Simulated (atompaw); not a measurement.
Building the PAW (atompaw) potential for gold (LDA (PW92), non-relativistic).

```json
{
  "Element": "Au (Z = 79)",
  "Generator": "atompaw 4.2.0.5",
  "Type": "PAW",
  "Functional": "LDA (PW92)",
  "Relativity": "non-relativistic",
  "Frozen core": "[Kr] 4d10 4f14",
  "Valence charge": "19",
  "Reference configuration": "5s2 5p6 5d8 6s0 6p0 (charge +3)",
  "Partial waves": "5s (bound): rc 1.65 bohr; 6s (bound, empty): rc 1.95 bohr; 5p (bound): rc 1.85 bohr; 6p (bound, empty): rc 1.95 bohr; 5d (bound): rc 1.95 bohr; 5d channel at -2.75 Ry: rc 1.95 bohr",
  "Local potential": "troulliermartins scheme with l = 3 at 0 Ry, radius 1.65 bohr",
  "Core correction": "smooth core density matched at 1.75 bohr",
  "Augmentation charge": "sinc compensation charge, radius 1.60 bohr; PAW radius 1.95 bohr; waves and projectors: custom polynom vanderbiltortho"
}
```

Poles of the logarithmic derivatives, all-electron (AE) and pseudo (PS). s: poles at -8.6 (AE) and -8.6, 3.5 (PS) Ry. p: poles at -6.2 (AE) and -6.2 (PS) Ry. d: poles at -2.0 (AE) and -2.0 (PS) Ry. Test radius 1.96 bohr.

- Cutoffs needed: 40 Ry and 70 Ry (the cutoffs (Ry, on a coarse ladder) from which the occupation-weighted sum of valence levels, in a spherical-Bessel basis at the reference potential, stays within 10 and 1 mRy of its value at 400 Ry)
- Ghost test: no extra level below or beside the all-electron valence levels (s, p, d, f tested) (spherical-Bessel basis up to 400 Ry, 20 bohr box)
- Lowest eigenvalue of the overlap operator: 0.62 (s channel)
- Overlap eigenvalues printed by atompaw (projector basis): 0.333, 0.41, 1.23, 19.5, 281, 1.14e+04
- Share of each valence orbital outside the PAW sphere: 5s 1 %, 6s 76 %, 5p 3 %, 6p 86 %, 5d 15 %
